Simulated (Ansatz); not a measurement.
Species: Cu₂ (charge 0, singlet). SMILES: [Cu][Cu]
Coordinates optimised at B3LYP-D3(BJ)/def2-TZVP (Ansatz, a program for electronic structure):
```
Cu
Cu 1 2.2914
```

Wanted: atomisation energy, in kcal/mol. Terms: non-relativistic; LANL2DZ with its own core potentials from Na on; UHF or UKS for open shells; no spin-orbit coupling; atomisation electronic, to ground-state atoms. Ab initio and DFT rows: single points at B3LYP-D3(BJ) geometries (Ansatz).

```csv
species,coefficient,"E at B3LYP/LANL2DZ (Ansatz), Eh","E at PBE/def2-TZVPD (Ansatz), Eh"
[Cu][Cu],-1,-392.30756,-3280.56589
Cu atom,+2,-196.11681,-1640.24452
```

 1 Eh = 627.5095 kcal/mol.

Task: Work the quantity out at each level.

Result: 
- B3LYP/LANL2DZ: the sum of coefficient times E is 0.07394 Eh, or 46.40 kcal/mol. Result: 46.4 kcal/mol.
- PBE/def2-TZVPD: the sum of coefficient times E is 0.07685 Eh, or 48.22 kcal/mol. Result: 48.2 kcal/mol.
